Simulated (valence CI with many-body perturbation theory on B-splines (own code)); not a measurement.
**Forbidden lines of Cu13+**

Level of theory: relativistic CI+MBPT: six valence electrons over a frozen Dirac-Fock core [Ne], radial functions for each j: 9 s, 9 p, 8 d, 6 f, 3 g, 1 h, with the one-electron correlation potential Σ1, the two-electron term Σ2, the three-electron term Σ3, Breit, model QED; selected CI, second order for the rest, scaled by the run's own slope (own B-spline code, finite nucleus).

No measured spectrum was set against this ion. As an estimate, levels of excited configurations hold to 0.05 to 0.15 % of their energy, terms of the ground configuration to about 0.5 %. Among the levels kept, up to 1500 cm⁻¹ of a level comes from second order outside the variational space, and about a tenth of that is noise between levels of different J, which matters for small intervals.

Lines 1 to 40 of 40 in falling wavelength, among levels below 675010 cm⁻¹, chosen from the decays that carry over 1 % of a level's rate. Wavelengths and rates use the calculated energies, so an error of 200 cm⁻¹ moves a line at 487.4 nm by 0.97 % and its rate by three times that or more. Electric multipoles are in the length gauge, E1 and E2 with the static RPA response of the core. S is in atomic units (e²a₀⁴ for E2 and M2, e²a₀⁶ for E3), for M1 in squared Bohr magnetons. Weak lines are less certain than strong ones. Lines between different terms over intervals too small for the method are left out, as are lines whose strength nearly cancels.

Letters in brackets count levels of one name in rising energy.

```csv
λ vac (nm),Upper,Lower,Type,A (s⁻¹),S (a.u.)
2550,3s2.3p3.3d 3G°_4,3s2.3p3.3d 3G°_3,M1,1.45e+00,8.00e+00
2019,3s2.3p3.3d 3G°_5,3s2.3p3.3d 3G°_4,M1,2.09e+00,7.01e+00
1306,3s2.3p3.3d 3F°_4 [a],3s2.3p3.3d 3F°_3 [a],M1,7.64e+00,5.68e+00
487.4,3s2.3p3.3d 3F°_4 [a],3s2.3p3.3d 3D°_3 [a],M1,2.78e+01,1.08e+00
479.4,3s2.3p3.3d 3G°_4,3s2.3p3.3d 3F°_4 [a],M1,1.29e+01,4.73e-01
429.5,3s2.3p4 3P_0,3s2.3p4 3P_2,E2,6.36e-02,8.30e-02
418.7,3s2.3p4 3P_1,3s2.3p4 3P_2,M1,2.84e+02,2.32e+00
387.4,3s2.3p3.3d 3G°_5,3s2.3p3.3d 3F°_4 [a],M1,3.11e+01,7.39e-01
350.7,3s2.3p3.3d 3G°_4,3s2.3p3.3d 3F°_3 [a],M1,1.71e+00,2.46e-02
346.8,3s2.3p4 1D_2,3s2.3p4 3P_1,M1,2.47e+01,1.91e-01
257.5,3s2.3p3.3d 1G°_4,3s2.3p3.3d 3F°_3 [a],M1,8.10e+00,4.62e-02
247.2,3s2.3p3.3d 3F°_4 [b],3s2.3p3.3d 1G°_4,M1,1.86e+02,9.38e-01
241.7,3s2.3p3.3d 3G°_4,3s2.3p3.3d 3D°_3 [a],M1,2.78e+00,1.31e-02
218.3,3s2.3p3.3d 3F°_4 [b],3s2.3p3.3d 3G°_5,M1,2.02e+02,7.00e-01
197.0,3s2.3p3.3d 3F°_4 [b],3s2.3p3.3d 3G°_4,M1,2.36e+02,6.02e-01
190.4,3s2.3p3.3d 3F°_4 [a],3s2.3p3.3d 5D°_4,M1,1.39e+02,3.20e-01
189.7,3s2.3p4 1D_2,3s2.3p4 3P_2,M1,4.19e+02,5.30e-01
182.9,3s2.3p3.3d 3F°_4 [b],3s2.3p3.3d 3G°_3,M1,3.38e+01,6.89e-02
139.6,3s2.3p3.3d 3F°_4 [b],3s2.3p3.3d 3F°_4 [a],M1,1.97e+02,1.79e-01
136.3,3s2.3p3.3d 3G°_4,3s2.3p3.3d 5D°_4,M1,9.62e+01,8.13e-02
132.0,3s2.3p3.3d 3G°_4,3s2.3p3.3d 5D°_3,M1,1.29e+01,9.91e-03
127.7,3s2.3p3.3d 3G°_5,3s2.3p3.3d 5D°_4,M1,1.93e+01,1.64e-02
127.7,3s2.3p3.3d 3G°_5,3s2.3p3.3d 5D°_4,E2,6.20e-01,2.07e-02
126.1,3s2.3p3.3d 3F°_4 [b],3s2.3p3.3d 3F°_3 [a],M1,3.89e+01,2.60e-02
119.5,3s2.3p3.3d 1G°_4,3s2.3p3.3d 5D°_4,M1,1.37e+02,7.78e-02
118.6,3s2.3p4 1S_0,3s2.3p4 3P_1,M1,4.00e+03,2.47e-01
116.2,3s2.3p3.3d 1G°_4,3s2.3p3.3d 5D°_3,M1,3.96e+01,2.07e-02
108.5,3s2.3p3.3d 3F°_4 [b],3s2.3p3.3d 3D°_3 [a],M1,2.08e+02,8.88e-02
80.56,3s2.3p3.3d 3F°_4 [b],3s2.3p3.3d 5D°_4,M1,8.35e+02,1.46e-01
79.05,3s2.3p3.3d 3F°_4 [b],3s2.3p3.3d 5D°_3,M1,1.42e+02,2.34e-02
55.71,3s2.3p3.3d 3F°_4 [a],3s.3p5 3P°_2,E2,3.71e+01,1.60e-02
47.46,3s2.3p3.3d 1G°_4,3s.3p5 3P°_2,E2,4.43e+00,8.58e-04
39.82,3s2.3p3.3d 3F°_4 [b],3s.3p5 3P°_2,E2,1.54e+02,1.23e-02
20.78,3s2.3p3.3d 3F°_4 [a],3s2.3p4 1D_2,M2,1.07e+02,3.34e-04
20.77,3s2.3p3.3d 5D°_4,3s2.3p4 3P_2,M2,7.26e+01,2.26e-04
19.92,3s2.3p3.3d 3G°_4,3s2.3p4 1D_2,M2,6.34e+00,1.60e-05
19.52,3s2.3p3.3d 1G°_4,3s2.3p4 1D_2,M2,2.69e+01,6.12e-05
18.03,3s2.3p3.3d 3G°_4,3s2.3p4 3P_2,M2,1.92e+00,2.94e-06
17.87,3s2.3p3.3d 3G°_5,3s2.3p4 3P_2,E3,9.30e-01,1.89e-01
17.70,3s2.3p3.3d 1G°_4,3s2.3p4 3P_2,M2,9.74e+00,1.36e-05
```
